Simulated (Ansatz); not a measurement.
`FB([SiH3])C[SiH3]` + `CF` → `FB(F)C[SiH3]` + `C[SiH3]`  (formal exchange of groups at a B–Si bond)

Calculated with Ansatz (gas phase, PBE0-D4/def2-TZVP geometries, no zero-point term in ΔE). CCSD(T)/CBS is the MP2 limit (def2-TZVPP, def2-QZVPP) plus CCSD(T) − MP2 in def2-TZVPP, frozen cores. This one scheme is used for every species. Functionals use def2-TZVPP. Each species was taken in one conformer, which may not be the lowest.

```csv
species,B2PLYP energy (Eh)
`FB([SiH3])C[SiH3]`,-746.36297
`CF`,-139.70948
`FB(F)C[SiH3]`,-555.11425
`C[SiH3]`,-331.06428
```

Q: Work out ΔE.

A: ΔE = (-555.11425) + (-331.06428) − (-746.36297) − (-139.70948) = -0.10608 Eh = -2.89 eV. CCSD(T)/CBS gives -2.86 eV.

Largest T1 diagnostic among the species: 0.013.

From PBE to PBE0 (25 % exact exchange), in def2-TZVPP and without D4, ΔE moves by −0.10 eV. The D4 term adds +0.05 eV with B3LYP and +0.03 eV with PBE0; it sums over pairs of atoms, weighted by their polarisabilities, and B3LYP, whose exchange is more repulsive, gets the larger term.

B3LYP here is the variant with VWN-RPA as its local correlation; programs differ in this.
